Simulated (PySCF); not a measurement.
Assignment exercise: C3H9F3Si2

Atom-mapped SMILES (the numbers label the heavy atoms): `[CH3:1][C:2]([SiH3:3])([SiH3:4])[C:5]([F:6])([F:7])[F:8]`. Each H is labelled by its parent atom.

One averaged value for each set of equivalent atoms, gas phase, no relativistic terms, one conformer. Shieldings: GIAO PBE0/pcSseg-1; coordinates at the GFN2-xTB level; PySCF 2.14.0 with density-fitted response routines.

References, each an isolated molecule treated in the same way: $^{13}$C and $^{1}$H against TMS.

Task: Assign these signals to the numbered atoms. $^{13}$C{$^{1}$H} NMR (computed): δ 140.0, 19.7, 16.6.

Result: 
```tsv
δ (ppm)	atoms	environment	reason
140.0	C5	CF3 carbon	3 electronegative neighbours deshield it
19.7	C2	fully substituted sp3 carbon bonded to 2 Si	–
16.6	C1	methyl carbon	saturated and bonded to C and H only
```

Task: Assign these signals to the numbered atoms. $^{1}$H NMR (400 MHz, computed): δ 4.04 (s, 6H), 1.50 (s, 3H).

Result: 
```tsv
δ (ppm)	atoms	environment	reason
4.04	H(Si3)/H(Si4)	hydrogen on a silicon bonded to C	–
1.50	H(C1)	hydrogen on a methyl carbon	–
```

Splittings by $^{19}$F in the carbon and heteronuclear signals aren't shown, as no couplings were computed. Shifts are as computed. Against solution values, carbons near 30 ppm lie about +3 ppm off and those near 130 ppm about +5 ppm. Of 1211 compounds with measured shifts, 218 miss one by over three times the rms of a fit or turn the order of signals round; such compounds aren't used in these exercises. No couplings were computed; multiplicities are counted from neighbouring protons, with m where these are inequivalent, close in shift, in a saturated or five-membered ring or joined by F or P, and br s for small geminal =CH2 splittings.
